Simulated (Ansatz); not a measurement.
```yaml
crystal:
  periodic: [false, false, false]
  atoms:
    - {symbol: C, position_ang: [0.075618, 1.321824, 0.308134]}
    - {symbol: Si, position_ang: [-0.277069, -0.455136, -0.101768]}
    - {symbol: N, position_ang: [0.904814, -1.199257, -1.150630]}
    - {symbol: O, position_ang: [-0.310081, -1.266333, 1.325077]}
    - {symbol: H, position_ang: [1.069039, 1.426169, 0.749756]}
    - {symbol: H, position_ang: [0.021547, 1.949769, -0.583939]}
    - {symbol: H, position_ang: [-0.657185, 1.688318, 1.031144]}
    - {symbol: H, position_ang: [-1.574178, -0.600255, -0.831843]}
    - {symbol: H, position_ang: [1.061018, -0.695841, -2.025882]}
    - {symbol: H, position_ang: [-0.230426, -2.220459, 1.282953]}
basis:
  gaussian: {orbitals: aug-cc-pVDZ}
magnetization: {spin_polarized: true, initial_magnetization: 3}
hamiltonian: {xc: {name: SPW92}}
output: {forces: true}
```

```sh
$ ansatz run in.yaml --threads 4 --pin off --events-out ev --progress --plain --max-ram 10444MiB
```

Shortened log:

```
Functional definition: SPW92
1354 factors; their error is unknown
mean field evaluation 1: about -12455.7778 eV, gradient 6.4e1 eV
mean field evaluation 2: about -12339.7684 eV, gradient 1.5e2 eV
mean field evaluation 4: about -12466.0261 eV, gradient 3.7e1 eV
mean field evaluation 8: about -12474.0294 eV, gradient 4.2e0 eV
mean field evaluation 16: about -12474.1897 eV, gradient 3.6e-2 eV
mean field evaluation 32: about -12474.1371 eV, gradient 1.4e-5 eV
mean field -12474.13712051 eV, -458.4160839050 hartree, gradient 1.4e-5 eV, S^2 3.755411; 8 other end points of the search recorded, 0 dependent functions left out
reference -12474.13716892 eV, -458.4160856841 hartree; 22, 19 occupied and 128, 131 virtual orbitals, 1354 factors
Total energy: -12474.13716892 eV, -458.4160856841 hartree
Atom 0 at     0.075618     1.321824     0.308134 Å, force     0.398262    -0.303090    -0.497513 eV/Å
Atom 1 at    -0.277069    -0.455136    -0.101768 Å, force     0.120837     0.400481     1.747599 eV/Å
Atom 2 at     0.904814    -1.199257    -1.150630 Å, force    -0.280686    -0.349744     0.807681 eV/Å
Atom 3 at    -0.310081    -1.266333     1.325077 Å, force    -0.571112     1.284792     1.214375 eV/Å
Atom 4 at     1.069039     1.426169     0.749756 Å, force     0.409631    -0.010338     0.147653 eV/Å
Atom 5 at     0.021547     1.949769    -0.583939 Å, force     0.032908     0.323044    -0.655786 eV/Å
Atom 6 at    -0.657185     1.688318     1.031144 Å, force    -0.668840    -0.091812     0.544743 eV/Å
Atom 7 at    -1.574178    -0.600255    -0.831843 Å, force    -0.361294    -0.187688    -0.583015 eV/Å
Atom 8 at     1.061018    -0.695841    -2.025882 Å, force     0.901924     0.658467    -2.626686 eV/Å
Atom 9 at    -0.230426    -2.220459     1.282953 Å, force     0.018370    -1.724111    -0.099052 eV/Å
Dipole moment:    -0.363367     0.484737     0.312395 e Å
```

Run time 7.5 s (4 threads of an Arm Neoverse V1 on a shared host); peak host memory 0.44 GiB.
